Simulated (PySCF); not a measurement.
Compound: C8H9Br.
Structure used (PBE0-D3(BJ)/def2-SVP), in Å, numbered top down from 1:
```
atom  x, y, z in Å
Br1    3.1940   -0.2374   -0.0939
C2     1.3614   -0.0463   -0.4270
C3     0.3761   -0.8690   -0.0181
C4    -0.9245   -0.3265   -0.5140
C5    -0.5237    0.9163   -1.2563
C6     0.8119    1.0721   -1.2010
C7    -1.8963   -1.2456   -1.3201
C8    -3.0824   -0.5669   -0.6167
C9    -2.1087   -0.1054    0.4792
H10    0.4817   -1.7789    0.5721
H11   -1.2345    1.5759   -1.7572
H12    1.4111    1.8703   -1.6393
H13   -1.7807   -2.2915   -0.9997
H14   -1.8262   -1.2009   -2.4164
H15   -3.4767    0.2791   -1.1994
H16   -3.9288   -1.2008   -0.3150
H17   -2.0527   -0.8327    1.3025
H18   -2.2185    0.9028    0.9038
```

The calculation used PBE0-D3(BJ)/def2-SVP geometry optimisation, gas phase (PySCF 2.14.0).

Take the most abundant isotopes and a rigid rotor. 

(1) Give the principal moments of inertia and the rotational constants in MHz.

(2) What kind of rotor is it?

(3) Is it planar, by Δ = Ic − Ia − Ib?

(4) Where do the levels up to J = 3 lie, in MHz?

(5) Predict some low-J microwave lines.

## Answers

(1) Ia = 124.28, Ib = 1007.64, Ic = 1053.64 u·Å²; 505379 MHz·u·Å²/I gives A = 4066, B = 501.5, C = 479.6 MHz.

(2) A near-prolate asymmetric top: κ = (2 × 501.5 − 4066 − 479.6)/(4066 − 479.6) = -0.99.

(3) Not planar: Δ = Ic − Ia − Ib = -78.28 u·Å². For a rigid frame Δ = −2 Σ m c², so Σ m c² = 39.14 u·Å² lies off the ab plane: 11.64 from hydrogen and 27.50 from heavier atoms. The atom farthest from that plane is 1.98 Å away.

(4) Above 0(0,0):
J = 1: 1(0,1) 981, 1(1,1) 4546, 1(1,0) 4568
J = 2: 2(0,2) 2943, 2(1,2) 6487, 2(1,1) 6552, 2(2,1) 17247, 2(2,0) 17247
J = 3: 3(0,3) 5887, 3(1,3) 9397, 3(1,2) 9529, 3(2,2) 20190, 3(2,1) 20191, 3(3,1) 38069, 3(3,0) 38069
Those of J = 1 are B + C, A + C and A + B.

(5) The dipole components are |μa| = 2.29 D, |μb| = 0.01 D, |μc| = 0.00 D; the mirror of this Cs structure is the ab plane, so μc vanishes by symmetry and there are no c-type lines. Intensities carry the squares of the components, which stand as 1.00 : 0.00 (a : b). Some lines, for components of 0.1 D or more:

| type | branch | J(Ka,Kc) | MHz | lower level (cm⁻¹) |
| --- | --- | --- | --- | --- |
| a | R | 1(0,1) ← 0(0,0) | 981 | 0.000 |
| a | R | 2(1,2) ← 1(1,1) | 1940 | 0.152 |
| a | R | 2(0,2) ← 1(0,1) | 1962 | 0.033 |
| a | R | 2(1,1) ← 1(1,0) | 1984 | 0.152 |

Whether it is a minimum is left open (no frequencies). Zero-point vibration and centrifugal distortion are left out. Quadrupole hyperfine structure (79Br) is left out.
